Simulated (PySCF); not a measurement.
F$_{2}$Sr, triplet, at a GFN2-xTB geometry (such geometries of metal compounds can be far from the true shape) (a higher spin typed on purpose: for a closed-shell molecule this is an excited state) (core potentials on Sr); PySCF with DF-PBE/LANL2DZ.

Input for PySCF:
```python
from pyscf import gto, scf, dft

mol = gto.M(
    atom='''
Sr   -0.019285   -0.004439   -0.001729
F    -0.194880    1.548583   -1.320943
F     0.276304   -1.529840    1.328242
''',
    basis='lanl2dz',
    ecp={'Sr': 'lanl2dz'},
    charge=0,
    spin=2,
    verbose=4,
)

mf = dft.UKS(mol)
mf.xc = 'pbe'
mf = mf.density_fit(auxbasis='def2-universal-jkfit')
mf.kernel()
```

The log (banner, timings and long lists left out):

```
PySCF version 2.14.0

[INPUT] verbose = 4
[INPUT] num. atoms = 3
[INPUT] num. electrons = 28
[INPUT] charge = 0
[INPUT] spin (= nelec alpha-beta = 2S) = 2
[INPUT] symmetry False subgroup None
[INPUT] Mole.unit = angstrom
[INPUT] Symbol           X                Y                Z      unit          X                Y                Z       unit  Magmom
[INPUT]  1 Sr    -0.019285000000  -0.004439000000  -0.001729000000 AA   -0.036443368312  -0.008388494267  -0.003267336469 Bohr   0.0
[INPUT]  2 F     -0.194880000000   1.548583000000  -1.320943000000 AA   -0.368269827155   2.926397751157  -2.496220496161 Bohr   0.0
[INPUT]  3 F      0.276304000000  -1.529840000000   1.328242000000 AA    0.522138887122  -2.890978614405   2.510013607145 Bohr   0.0

nuclear repulsion = 57.0558455626077
number of shells = 15
number of NR pGTOs = 73
number of NR cGTOs = 30
basis = lanl2dz
ecp = {'Sr': 'lanl2dz'}

******** <class 'pyscf.df.df_jk.DFUKS'> ********
method = DFUKS
initial guess = minao
damping factor = 0
level_shift factor = 0
DIIS = <class 'pyscf.scf.diis.CDIIS'>
diis_start_cycle = 1
diis_space = 8
diis_damp = 0
SCF conv_tol = 1e-09
SCF conv_tol_grad = None
SCF max_cycles = 50
direct_scf = False
number electrons alpha = 15  beta = 13
XC library pyscf.dft.libxc version 7.1.2
    S. Lehtola, C. Steigemann, M. J. T. Oliveira, and M. A. L. Marques,  SoftwareX 7, 1–5 (2018)
XC functionals = pbe
    J. P. Perdew, K. Burke, and M. Ernzerhof,  Phys. Rev. Lett. 77, 3865 (1996)
    J. P. Perdew, K. Burke, and M. Ernzerhof,  Phys. Rev. Lett. 78, 1396 (1997)
    J. P. Perdew, K. Burke, and M. Ernzerhof,  Phys. Rev. Lett. 77, 3865 (1996)
    J. P. Perdew, K. Burke, and M. Ernzerhof,  Phys. Rev. Lett. 78, 1396 (1997)
radial grids:
    Treutler-Ahlrichs [JCP 102, 346 (1995); DOI:10.1063/1.469408] (M4) radial grids

becke partition: Becke, JCP 88, 2547 (1988); DOI:10.1063/1.454033
pruning grids: <function nwchem_prune>
grids dens level: 3
symmetrized grids: False
atomic radii adjust function: <function treutler_atomic_radii_adjust>
small_rho_cutoff = 0
Set gradient conv threshold to 3.16228e-05
tot grids = 50440
init E= -230.864901297296

cycle= 1 E= -228.566462414115  delta_E=  2.3  |g|= 1.37  |ddm|=  2.5

cycle= 2 E= -225.692249103963  delta_E= 2.87  |g|= 2.79  |ddm|= 3.48

cycle= 3 E= -229.806752953117  delta_E= -4.11  |g|= 0.339  |ddm|= 2.61

cycle= 4 E= -229.859156075921  delta_E= -0.0524  |g|= 0.0167  |ddm|= 0.407

cycle= 5 E= -229.858260529998  delta_E= 0.000896  |g|= 0.0458  |ddm|= 0.0604

cycle= 6 E= -229.85834389009  delta_E= -8.34e-05  |g|= 0.0442  |ddm|= 0.0878

cycle= 7 E= -229.859418759998  delta_E= -0.00107  |g|= 0.000645  |ddm|= 0.0433

cycle= 8 E= -229.859418941473  delta_E= -1.81e-07  |g|= 0.00012  |ddm|= 0.000708

cycle= 9 E= -229.859418948542  delta_E= -7.07e-09  |g|= 1.1e-05  |ddm|= 0.000152

cycle= 10 E= -229.859418948608  delta_E= -6.63e-11  |g|= 3.71e-06  |ddm|= 2.26e-05

Extra cycle  E= -229.859418946991  delta_E= 1.62e-09  |g|= 5.42e-05  |ddm|= 5.72e-05
converged SCF energy = -229.859418946991  <S^2> = 2.0008835  2S+1 = 3.0005889
```
